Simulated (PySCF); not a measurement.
## Yb(OH)2 relaxed at several levels

Computed with PySCF 2.14.0, PBE0, def2-SVP on the ligands, density fitting, scalar-relativistic core potentials, no spin-orbit coupling, vacuum. Each row is relaxed at its own level from the same template. Distances are means of the shortest metal–ligand contacts, charges and spins Mulliken's; removal energies are rigid, with the ligand's formal charge and no counterpoise, so too large; for an anion taken off a cation in vacuum most of it is the attraction of opposite charges, and multiply charged cations can part far more cheaply with an electron moved from ligand to metal. lcecp potentials hold a fixed number of 4f electrons in the core, out of states, spins and gaps.

```
level      basis on the metal  point group  M–OH (Å)  charge on M (e)  dipole (D)  HOMO–LUMO gap (eV)  removal of one OH (eV)  unstable modes (below −25 cm⁻¹)
 PBE0  lcecp-0-SVP with ECP60          C2v     2.117             0.88        2.35                   –                   10.12                                0
```

**Question.** What does the calculation give for PBE0, def2-SVP with ECP28?

**Answer.** point group: C2v, M–OH (Å): 2.036, charge on M (e): 0.91, dipole (D): 3.03, HOMO–LUMO gap (eV): 2.77, removal of one OH (eV): 9.99, unstable modes (below −25 cm⁻¹): 0.
```xyz
5

Yb    0.0000    0.0000   -0.3583
O     1.8324   -0.0383    0.5290
H     2.5409   -0.0521    1.1706
O    -1.8324    0.0383    0.5290
H    -2.5409    0.0521    1.1706
```

One start shape was tried for each, so a minimum needn't be the lowest isomer.
